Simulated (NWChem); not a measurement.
System: C$_{2}$H$_{4}$ClFSi; SMILES [SiH2](Cl)/C=C\F

Here is an NWChem input.

```
start job
memory heap 200 mb stack 900 mb global 1100 mb
geometry units angstroms noautosym nocenter noautoz
  F      0.509363    -2.679655     0.000000
  C     -0.714256    -2.114272     0.000000
  C     -0.870551    -0.782491     0.000000
  Si     0.585736     0.394615     0.000000
  Cl    -0.169813     2.339088     0.000000
  H     -1.515004    -2.874516     0.000000
  H     -1.902776    -0.397667     0.000000
  H      1.436190     0.221159    -1.224054
  H      1.436190     0.221159     1.224054
end
basis spherical
  F library 6-31g*
  C library 6-31g*
  Si library 6-31g*
  Cl library 6-31g*
  H library 6-31g*
end
dft
  xc hfexch
  iterations 150
  mulliken
end
task dft energy
esp
  recalculate
  probe 0.07
  range 0.3
  factor 1.0
  spacing 0.02
end
task esp
```

Output (shortened):

```
             Northwest Computational Chemistry Package (NWChem) 7.3.0
             --------------------------------------------------------

                             Geometry "geometry" -> ""
                             -------------------------

 Output coordinates in angstroms (scale by  1.889725989 to convert to a.u.)

  No.       Tag          Charge          X              Y              Z
 ---- ---------------- ---------- -------------- -------------- --------------
    1 F                    9.0000     0.50936300    -2.67965500     0.00000000
    2 C                    6.0000    -0.71425600    -2.11427200     0.00000000
    3 C                    6.0000    -0.87055100    -0.78249100     0.00000000
    4 Si                  14.0000     0.58573600     0.39461500     0.00000000
    5 Cl                  17.0000    -0.16981300     2.33908800     0.00000000
    6 H                    1.0000    -1.51500400    -2.87451600     0.00000000
    7 H                    1.0000    -1.90277600    -0.39766700     0.00000000
    8 H                    1.0000     1.43619000     0.22115900    -1.22405400
    9 H                    1.0000     1.43619000     0.22115900     1.22405400

 Effective nuclear repulsion energy (a.u.)     259.7160511598

  xc_inp: hfexch multiplicative factor not found.

                                 NWChem DFT Module
                                 -----------------

 Summary of "ao basis" -> "ao basis" (spherical)
 ------------------------------------------------------------------------------
       Tag                 Description            Shells   Functions and Types
 ---------------- ------------------------------  ------  ---------------------
 F                           6-31g*                  6       14   3s2p1d
 C                           6-31g*                  6       14   3s2p1d
 Si                          6-31g*                  8       18   4s3p1d
 Cl                          6-31g*                  8       18   4s3p1d
 H                           6-31g*                  2        2   2s

            General Information
            -------------------
          SCF calculation type: DFT
          Wavefunction type:  closed shell.
          No. of atoms     :     9
          No. of electrons :    56
           Alpha electrons :    28
            Beta electrons :    28
          Charge           :     0
          Spin multiplicity:     1
          Use of symmetry is: off; symmetry adaption is: off
          Maximum number of iterations: 150
          AO basis - number of functions:    86
                     number of shells:    42
          Convergence on energy requested:  1.00D-06
          Convergence on density requested:  1.00D-05
          Convergence on gradient requested:  5.00D-04

              XC Information
              --------------
                     Hartree-Fock (Exact) Exchange  1.000

      Superposition of Atomic Density Guess
      -------------------------------------

 Sum of atomic energies:        -924.95366071

      Non-variational initial energy
      ------------------------------

 Total energy =    -926.722117
 1-e energy   =   -1795.085657
 2-e energy   =     608.647489
 HOMO         =      -0.284164
 LUMO         =       0.033864

     ---------------------------------------------
      Total Density - Mulliken Population Analysis
     ---------------------------------------------

    Atom       Charge   Shell Charges
 -----------   ------   -------------------------------------------------------
    1 F    9     9.44   2.00  0.94  3.38  1.00  2.10  0.01
    2 C    6     5.48   2.00  0.70  1.54  0.50  0.67  0.06
    3 C    6     6.71   2.00  0.74  2.05  0.64  1.27  0.02
    4 Si  14    13.23   2.00  2.00  5.97  0.95  1.50  0.27  0.39  0.15
    5 Cl  17    17.45   2.00  2.00  5.98  1.38  3.72  0.57  1.79  0.01
    6 H    1     0.82   0.47  0.35
    7 H    1     0.74   0.44  0.30
    8 H    1     1.07   0.47  0.60
    9 H    1     1.07   0.47  0.60

[...]

                     NWChem Electrostatic Potential Fit Module
                     -----------------------------------------

 Atom parameters

 Number of atoms is                                    9
 Number of basis functions is                         86

 Grid parameters

 Maximum number of grid points is                  41049
 Number of grid points is                          41048
 Grid range                                     0.300000 nm
 Grid spacing                                   0.020000 nm
 Probe radius                                   0.070000 nm
 Atom radius factor                             1.000000

 Atomic radii

    1    0.100000
    6    0.147000
    9    0.128000
   14    0.187000
   17    0.169000
 FASTESP  F
  using M.O. file = ./job.movecs

    Atom              Coordinates                           Charge

                                                  ESP

    1 F     0.050936   -0.267966    0.000000   -0.190739
    2 C    -0.071426   -0.211427    0.000000    0.181533
    3 C    -0.087055   -0.078249    0.000000   -0.478848
    4 Si    0.058574    0.039462    0.000000    0.845043
    5 Cl   -0.016981    0.233909    0.000000   -0.338277
    6 H    -0.151500   -0.287452    0.000000    0.126984
    7 H    -0.190278   -0.039767    0.000000    0.173827
    8 H     0.143619    0.022116   -0.122405   -0.159911
    9 H     0.143619    0.022116    0.122405   -0.159613
                                            ------------
                                                0.000000

 Dipole moment                                  0.981110

 Quadrupole moment Qxx                          9.218411
                   Qyy                        -11.075213
                   Qzz                          1.856802

 RMS deviation kJ/mol                           0.066639

 RRMS %                                        33.654070
```

Level: Hartree-Fock/6-31G* (spherical d). Coordinates come from a PBE-D3(BJ)/def2-SVP optimisation.
